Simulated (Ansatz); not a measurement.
Reaction (ligand exchange at a Ge–C bond): `[SiH3][CH2][GeH2][Cl]` + HI → `[Cl][GeH2][I]` + `C[SiH3]`

Program: Ansatz. Geometries: PBE0-D4/def2-TZVP. ΔE: electronic, gas phase. CBS: MP2 limit from def2 TZ/QZ plus the TZ coupled-cluster correction, frozen cores. This one scheme is used for every species. DFT in def2-TZVPP. B3LYP here is the variant with VWN-RPA as its local correlation; programs differ in this. Elements past krypton have def2 core potentials. For Ge, I outer-core shells are correlated without core-valence functions, which leaves a few kJ/mol of doubt a bond. Scalar relativity is left out up to krypton. One conformer a species, not always the lowest.

| level | ΔE (kJ/mol) | difference from CCSD(T)/CBS |
| --- | --- | --- |
| PBE-D4 | -87.0 | -6.1 |
| r2SCAN-D4 | -88.3 | -7.4 |
| B3LYP-D4 | -87.7 | -6.8 |
| ωB97X-V | -82.9 | -2.0 |
| r2SCAN | -89.7 | -8.8 |
| PBE0 | -90.9 | -10.0 |
| HF/def2-TZVPP | -96.6 | -15.7 |
| MP2/def2-TZVPP | -80.6 | 0.3 |
| SCS-MP2/def2-TZVPP | -80.6 | 0.3 |
| CCSD/def2-TZVPP | -76.3 | 4.6 |
| CCSD(T)/def2-TZVPP | -75.0 | 5.9 |
| MP2/def2-QZVPP | -84.3 | -3.4 |
| SCS-MP2/def2-QZVPP | -84.1 | -3.2 |
| HF/CBS(def2) | -97.7 | -16.8 |
| MP2/CBS(def2) | -86.4 | -5.5 |
| CCSD/CBS(def2) | -82.1 | -1.2 |
| CCSD(T)/CBS | -80.9 | 0 |

Largest T1 diagnostic among the species: 0.010.

In def2-TZVPP, CCSD(T) changes the Hartree–Fock value by +21.6 kJ/mol (the triples alone add +1.2 kJ/mol) and MP2 by +16.0 kJ/mol. The D4 term adds +5.7 kJ/mol with B3LYP and +3.4 kJ/mol with PBE0; it sums over pairs of atoms, weighted by their polarisabilities, and B3LYP, whose exchange is more repulsive, gets the larger term.
